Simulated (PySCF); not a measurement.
Simulated outer-valence photoelectron spectrum of `N[NH][GeH3]`. Theory: EOM-IP-CCSD/aug-cc-pVDZ in PySCF, restricted Hartree–Fock reference, 11 core orbitals frozen, non-relativistic, gas phase, PBE0-D3(BJ)/def2-SVP geometry.

Each root has a Gaussian of 0.5 eV full width with its one-hole share as area; cross sections and vibrations are left out, and the highest printed point is 100.

(ionisation energy (eV), intensity): (8.4, 1), (8.6, 11), (8.8, 37), (9.0, 55), (9.2, 51), (9.4, 55), (9.6, 44), (9.8, 16), (10.0, 2), (10.2, 0), (10.4, 0), (10.6, 0), (10.8, 0), (11.0, 0), (11.2, 0), (11.4, 0), (11.6, 0), (11.8, 3), (12.0, 24), (12.2, 75), (12.4, 100), (12.6, 55), (12.8, 13), (13.0, 1), (13.2, 0), (13.4, 0), (13.6, 0), (13.8, 2), (14.0, 14), (14.2, 41), (14.4, 48), (14.6, 23), (14.8, 5), (15.0, 0), (15.2, 0), (15.4, 0), (15.6, 3), (15.8, 20), (16.0, 47), (16.2, 45), (16.4, 20), (16.6, 15), (16.8, 39), (17.0, 50), (17.2, 26), (17.4, 6), (17.6, 1), (17.8, 0), (18.0, 5), (18.2, 24), (18.4, 45), (18.6, 35), (18.8, 11), (19.0, 1)

**Question.** Where are the maxima, and how many lines lie under the curve?

**Answer.** 7 maxima, at 9.0, 9.4, 12.4, 14.3, 16.1, 17.0 and 18.4 eV, from 8 lines. At this width some lines have no maximum of their own.

**Question.** List the lines with their holes.

**Answer.** 
| E (eV) | leading hole (HF orbital) | area | Koopmans (eV) |
| --- | --- | --- | --- |
| 8.98 | HOMO | 0.95 | 10.26 |
| 9.48 | HOMO-1 | 0.95 | 10.73 |
| 12.34 | HOMO-2 | 0.95 | 12.92 |
| 12.39 | HOMO-3 | 0.94 | 13.09 |
| 14.34 | HOMO-4 | 0.94 | 15.68 |
| 16.09 | HOMO-5 | 0.95 | 17.30 |
| 16.96 | HOMO-6 | 0.95 | 18.32 |
| 18.44 | HOMO-7 | 0.86 | 20.17 |

The widest gap, 2.86 eV, lies between 9.48 and 12.34 eV. Only orbitals with −ε under 21 eV, eight at most, were ionised, so the high end of the curve may lack lines.

Conformer computed: `[NH2:1][NH:2][GeH3:3]`: H–N1–N2–Ge3 -78°, H–N1–N2–Ge3 42°.

One conformer stands for the species.
